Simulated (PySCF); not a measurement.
C₆H₉F (charge -1 and doublet state).
SMILES with atom numbers: `[CH2-:1][C:2]1[CH2:3][CH2:4][C@H:5]([F:6])[CH2:7]1` (hydrogens: H8, H9 on C1; H10, H11 on C3; H12, H13 on C4; H14 on C5; H15, H16 on C7)

Cartesian coordinates in Å at the GFN2-xTB level; atoms count from 1:
```
atom  x, y, z in Å
C1     2.122   -0.354    0.623
C2     0.990    0.317    0.009
C3     0.304   -0.395   -1.155
C4    -1.201   -0.196   -0.947
C5    -1.309   -0.037    0.560
F6    -2.562    0.511    0.930
C7    -0.114    0.829    0.923
H8     2.607    0.204    1.431
H9     2.858   -0.749   -0.086
H10    0.540   -1.474   -1.174
H11    0.612    0.002   -2.137
H12   -1.810   -1.021   -1.331
H13   -1.541    0.731   -1.418
H14   -1.266   -1.007    1.068
H15    0.143    0.766    1.985
H16   -0.379    1.881    0.708
```

The hyperfine couplings belong to this conformer and change with its torsions.

Computed with PySCF, UKS B3LYP, pcH-1 on C F H, non-relativistic, mean-field spin-orbit, GIAO. Whether the extra electron is bound in the gas phase wasn't checked; a finite basis holds it in any case. The geometry wasn't refined by DFT: couplings that depend on bond lengths, twists or pyramidal angles can differ widely from those at the functional's own minimum, by a factor of two or more for some ions and for spin on atoms past the first row. Stability of the SCF solution: not tested.

Q: Predict the first-order ENDOR lines of F6, H16, H11, H10, H15, H8/H9, H13, H14 and H12 under fast tumbling at B = 1210.5 mT (Q band).

A: For S = 1/2 in fast tumbling each set of equivalent nuclei gives two lines, ν± = |νn ± a/2| to first order, with νn = g_N μN B/h and μN/h = 7.62259 MHz/T.

```csv
nuclei,isotope,g_N,νn (MHz),a_iso (MHz),lower line (MHz),upper line (MHz)
F6,19F,5.2577,48.51,52.58,22.22,74.80
H16,1H,5.5857,51.54,47.58,27.75,75.33
H11,1H,5.5857,51.54,33.40,34.84,68.24
H10,1H,5.5857,51.54,33.34,34.87,68.21
H15,1H,5.5857,51.54,9.12,46.98,56.10
H8/H9,1H,5.5857,51.54,7.80,47.64,55.44
H13,1H,5.5857,51.54,4.17,49.45,53.63
H14,1H,5.5857,51.54,-2.98,50.05,53.03
H12,1H,5.5857,51.54,-1.82,50.63,52.45
```

Q: Which pairs are centred on the nuclear Larmor frequency, and which on half the coupling?

A: Centred on νn, since |a| < 2νn: F6, H16, H11, H10, H15, H8/H9, H13, H14 and H12. No pair has |a| > 2νn.

Means are taken over nuclei equivalent by connectivity, which assumes that they swap fast. The 1H value of +7.8 MHz is a mean of couplings from 3.0 to 12.6 MHz in this one geometry, not an average over conformers.

The Mulliken spin populations are largest on C1 (+0.46), C2 (+0.43) and H10 (+0.09).
